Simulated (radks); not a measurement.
The numbers below are computed, except where a source is named.
The lead ion Pb2+ inside a hard spherical wall (all orbitals vanish at R), configuration held at [Hg] and not refilled when levels cross. Level of theory: scalar-relativistic Kohn-Sham, PBE, spin-polarised, spherical densities, point nucleus (a radial shooting solver on a logarithmic mesh with Libxc functionals). Eigenvalues in eV for spin up, with the zero of energy where the potential of the charges vanishes at infinity; a dash marks a level that is unbound or too diffuse for the functional's potential to be trusted. A positive occupied level is held by the wall or, in an anion where self-interaction has pushed it up, behind a barrier. The pressure on the wall is -dE/dV.

| R (bohr) | E (hartree) | kinetic (hartree) | e(4f) | e(5p) | e(5d) | e(6s) | e(6p, empty) | e(7s, empty) | pressure (GPa) |
|---|---|---|---|---|---|---|---|---|---|
| free | -20881.1722 | 23610.434 | -149.69 | -102.61 | -37.847 | -27.443 | -17.174 | - | 0 |
| 10 | -20881.1722 | 23610.434 | -149.69 | -102.61 | -37.847 | -27.443 | -17.174 | -9.029 | < 0.0001 |
| 6 | -20881.1710 | 23610.451 | -149.65 | -102.57 | -37.807 | -27.398 | -16.972 | -5.479 | 0.179 |
| 4 | -20881.0746 | 23611.223 | -148.16 | -101.18 | -36.519 | -25.494 | -12.900 | 16.287 | 30.5 |
| 3 | -20880.3064 | 23615.694 | -141.74 | -95.651 | -31.179 | -15.770 | 2.437 | 67.656 | 510 |
| 2 | -20870.9023 | 23658.358 | -104.59 | -66.037 | 2.747 | 57.851 | 98.013 | 294.83 | 16600 |
| 1.5 | -20835.3782 | 23793.532 | -33.892 | 0.656 | 85.852 | 250.84 | 320.11 | 733.15 | 155000 |
